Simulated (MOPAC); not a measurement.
MOPAC input (PM3):

```
PM3 FORCE THERMO(298,298) PRECISE LET CHARGE=1 GEO-OK AUX(PRECISION=9) THREADS=1
C3H11BN

C     1.84639992 1   -0.18748152 1    0.47649689 1
N     0.94167395 1    0.19411931 1   -0.66040774 1
B    -0.59407648 1    0.04836064 1   -0.10998443 1
C    -1.22992922 1   -1.29615035 1   -0.29146724 1
C    -1.19178136 1    1.27831314 1    0.50173431 1
H     1.66158767 1   -1.22522848 1    0.80546595 1
H     1.69295691 1    0.47018931 1    1.35001790 1
H     2.91174925 1   -0.11751985 1    0.19747994 1
H     1.11027236 1   -0.41810818 1   -1.43630973 1
H     1.14184913 1    1.13594844 1   -0.94000344 1
H    -0.59166374 1   -2.12834577 1   -0.61706551 1
H    -1.74391154 1   -1.61770895 1    0.63211413 1
H    -2.03277051 1   -1.18718029 1   -1.04852304 1
H    -0.54825475 1    2.15919336 1    0.62658149 1
H    -2.05168523 1    1.58932445 1   -0.12460281 1
H    -1.62552527 1    1.04536425 1    1.49170430 1
```

Output:

```
 *******************************************************************************
 **                                                                           **
 **                              MOPAC v23.2.5                                **
 **                                                                           **
 *******************************************************************************
 ** MOPAC's Digital Object Identifier: https://doi.org/10.5281/zenodo.6511958 **
 **                                                                           **
 ** Please cite the open-source release paper for use of this MOPAC version:  **
 ** J. E. Moussa and J. J. P. Stewart (2026)                                  **
 ** MOPAC: An open-source semiempirical molecular orbital program             **
 ** J. Open Source Softw., 11(119), 8025, https://doi.org/10.21105/joss.08025 **
 *******************************************************************************

                              PM3 CALCULATION RESULTS

 *******************************************************************************
 *  PM3        - The PM3 Hamiltonian to be used
 *  GEO-OK     - OVERRIDE INTERATOMIC DISTANCE AND OTHER SAFETY CHECKS
 *
 *
 *
 *                 CHARGE ON SYSTEM = +1
 *
 *
 *
 *  LET        - OVERRIDE SOME SAFETY CHECKS
 *  PRECISE    - TIGHTER CRITERIA TO BE USED
 *  FORCE      - FORCE CALCULATION SPECIFIED
 *  AUX        - OUTPUT AUXILIARY INFORMATION
 *  THERMO     - THERMODYNAMIC QUANTITIES TO BE CALCULATED
 *******************************************************************************
PM3 FORCE THERMO(298,298) PRECISE LET CHARGE=1 GEO-OK AUX(PRECISION=9) THREADS=1
 C3H11BN

   ATOM   CHEMICAL          X               Y               Z
  NUMBER   SYMBOL      (ANGSTROMS)     (ANGSTROMS)     (ANGSTROMS)

     1       C          1.84639992  *  -0.18748152  *   0.47649689  *
     2       N          0.94167395  *   0.19411931  *  -0.66040774  *
     3       B         -0.59407648  *   0.04836064  *  -0.10998443  *
     4       C         -1.22992922  *  -1.29615035  *  -0.29146724  *
     5       C         -1.19178136  *   1.27831314  *   0.50173431  *
     6       H          1.66158767  *  -1.22522848  *   0.80546595  *
     7       H          1.69295691  *   0.47018931  *   1.35001790  *
     8       H          2.91174925  *  -0.11751985  *   0.19747994  *
     9       H          1.11027236  *  -0.41810818  *  -1.43630973  *
    10       H          1.14184913  *   1.13594844  *  -0.94000344  *
    11       H         -0.59166374  *  -2.12834577  *  -0.61706551  *
    12       H         -1.74391154  *  -1.61770895  *   0.63211413  *
    13       H         -2.03277051  *  -1.18718029  *  -1.04852304  *
    14       H         -0.54825475  *   2.15919336  *   0.62658149  *
    15       H         -2.05168523  *   1.58932445  *  -0.12460281  *
    16       H         -1.62552527  *   1.04536425  *   1.49170430  *

          CARTESIAN COORDINATES

    NO.       ATOM           X           Y           Z

     1         C          1.8464     -0.1875      0.4765
     2         N          0.9417      0.1941     -0.6604
[...]
 EFFECTIVE MASS      1.1358
 FORCE CONSTANT      1.9233

 VIBRATION         39   18A"          ATOM PAIR      ENERGY CONTRIBUTION    RADIAL
 FREQUENCY          3148.57         C  5 -- H 14         +33.9% ( 56.4%)     99.0%
 TRANSITION DIPOLE   0.7118         C  4 -- H 11         +31.3% ( 54.2%)     99.4%
 TRAVEL (Ang.)       0.3061         C  5 -- H 16         +11.3% ( 32.5%)     93.4%
 REDUCED MASS        0.2285         C  4 -- H 12         +10.4% ( 31.2%)     92.9%
 EFFECTIVE MASS      1.1701
 FORCE CONSTANT      1.3347

 VIBRATION         40   22A'          ATOM PAIR      ENERGY CONTRIBUTION    RADIAL
 FREQUENCY          3153.65         C  4 -- H 11         +32.1% ( 54.7%)     99.3%
 TRANSITION DIPOLE   0.3764         C  5 -- H 14         +29.6% ( 52.5%)     98.9%
 TRAVEL (Ang.)       0.3155         C  4 -- H 12         +12.3% ( 33.9%)     93.8%
 REDUCED MASS        0.2147         C  5 -- H 16         +11.4% ( 32.6%)     94.0%
 EFFECTIVE MASS      1.1724
 FORCE CONSTANT      1.2583

 VIBRATION         41   19A"          ATOM PAIR      ENERGY CONTRIBUTION    RADIAL
 FREQUENCY          3335.07         N  2 -- H 10         +49.1% ( 72.8%)     97.5%
 TRANSITION DIPOLE   0.3565         N  2 -- H  9         +49.1% ( 72.8%)     96.6%
 TRAVEL (Ang.)       0.1967         N  2 -- B  3          +0.9% (  9.7%)      0.0%
 REDUCED MASS        0.5228         C  1 -- N  2          +0.9% (  9.7%)      0.0%
 EFFECTIVE MASS      1.5460
 FORCE CONSTANT      3.4262

 VIBRATION         42   23A'          ATOM PAIR      ENERGY CONTRIBUTION    RADIAL
 FREQUENCY          3452.12         N  2 -- H 10         +49.7% ( 68.8%)     98.1%
 TRANSITION DIPOLE   0.2952         N  2 -- H  9         +49.7% ( 68.7%)     98.8%
 TRAVEL (Ang.)       0.2005         C  1 -- N  2          +0.3% (  5.6%)     33.9%
 REDUCED MASS        0.4860         N  2 -- B  3          +0.3% (  5.6%)     39.3%
 EFFECTIVE MASS      1.2256
 FORCE CONSTANT      3.4121

      SYMMETRY NUMBER FOR POINT-GROUP Cs  =  1

          SYSTEM IS A GROUND STATE

 C3H11BN

          MOLECULE IS NOT LINEAR

          THERE ARE 42 GENUINE VIBRATIONS IN THIS SYSTEM
          THIS THERMODYNAMICS CALCULATION IS LIMITED TO
          MOLECULES WHICH HAVE NO INTERNAL ROTATIONS

                    CALCULATED THERMODYNAMIC PROPERTIES
                                          *
   TEMP. (K)   PARTITION FUNCTION   H.O.F.    ENTHALPY  HEAT CAPACITY ENTROPY
                                   KCAL/MOL   CAL/MOLE    CAL/K/MOL  CAL/K/MOL

 298.00  VIB.     0.2349D+03                  3308.7168    21.4308    21.9516
         ROT.     0.1150D+06                   888.2803     2.9808    26.1373
         INT.     0.2702D+08                  4196.9971    24.4116    48.0890
         TRA.     0.5899D+27                  1480.4672     4.9680    38.7339
         TOT.                      119.704    5677.4643    29.3796    86.8229

   *: NOTE: HEATS OF FORMATION ARE RELATIVE TO THE
            ELEMENTS IN THEIR STANDARD STATE AT 298K
              (=  Standard Enthalpy of Formation).

            Hvib:  Zero-point energy is not included.
                   frequencies of less than zero cm-1 are not included.
            Hrot = (3/2)RT
            Htra = (3/2)RT + pV = (5/2)RT

            Heat capacity is Cp, not Cv

          For more information, see: HTTP://OpenMOPAC.net/Manual/thermochemistry.html

           FORCE CONSTANT IN CARTESIAN COORDINATES (Millidynes/A)

    ATOM   CHEMICAL       X               Y               Z
   NUMBER   SYMBOL  FORCE CONSTANT  FORCE CONSTANT  FORCE CONSTANT

      1       C        7.270202        8.166929        8.271299
      2       N        7.321650        7.978557       10.251634
      3       B        2.638009        4.579842        7.155839
      4       C        6.777075        7.298090        7.796415
      5       C        6.764065        7.318093        7.789422
      6       H        1.177092        1.636253        3.584461
      7       H        1.139037        1.557675        3.701094
      8       H        1.235778        4.639994        0.636755
      9       H        1.389070        1.995578        4.806835
     10       H        1.432669        2.092328        4.666486
     11       H        1.117319        1.960753        3.587574
     12       H        1.469083        4.317255        0.558356
     13       H        4.916311        0.662085        0.542529
     14       H        1.079600        2.050801        3.535245
     15       H        4.931698        0.661409        0.527817
     16       H        1.466067        4.313393        0.565235

 **********************
 *                    *
 * JOB ENDED NORMALLY *
 *                    *
 **********************

 == MOPAC DONE ==
```

The dipole moment of an ion depends on the origin.
